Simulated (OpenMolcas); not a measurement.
## Nb III: the spin-orbit constant, worked from levels

* Program: OpenMolcas
* Basis: ANO-RCC-VTZP [7s6p4d2f1g]
* Scalar Hamiltonian: DKH2, point nucleus
* Active space: 3 electrons in 6 orbitals (4d 5s)
* State averaging: 2S+1 = 4 even, 20 roots; 2S+1 = 2 even, 70 roots
* Spin-orbit coupling: RASSI with atomic mean-field integrals over the reference wave functions, term energies averaged over their components

Methods: CASSCF; MS-CASPT2, IPEA 0.25 Eh, imaginary shift 0.1 Eh (closed shells correlated: 4s 4p). Measured levels: the list in Shadmi, J. Res. Natl. Bur. Stand. 70A, 435 (1966).

**The spin-orbit constant.** For the Hund term ⁴F of d3, E(J) = (A/2) J(J+1) + constant and ζ = 2S·A = 3A. From J = 3/2 to J = 9/2 the energy changes by 10.5 A.

| Source | E(9/2) - E(3/2) | A | ζ |
| --- | --- | --- | --- |
| CASSCF | 2010.0 | 191.4 | 574 |
| MS-CASPT2 | 2015.2 | 191.9 | 576 |
| measured | 1939.0 | 184.7 | 554 |

All in cm-1. MS-CASPT2 is off by +3.9 % and CASSCF by +3.7 %. Both methods take the spin-orbit matrix elements from the reference wave functions, so the second can move ζ only through the term energies and any multistate remixing. Second-order mixing with other terms is absorbed into this ζ.

CASPT2 breaks the degeneracy within a term, and the mean is taken; among the terms shown or strongly mixed into the levels shown the widest spread is 730 cm-1 (4d³ ⁴F, MS-CASPT2). Without dynamic correlation excited terms often stand tens of per cent too high (terms of higher spin than the ground term too low), and those without a measured partner can miss by more than the paired ones (holds for CASSCF). Measured partners are found by configuration, term and J. A level has none where our copy of the source lacks it or the pairing is in doubt (some pairs that miss far off the trend of their configuration count as doubtful), and it then counts in no deviation. Levels of configurations outside the active space are missing.
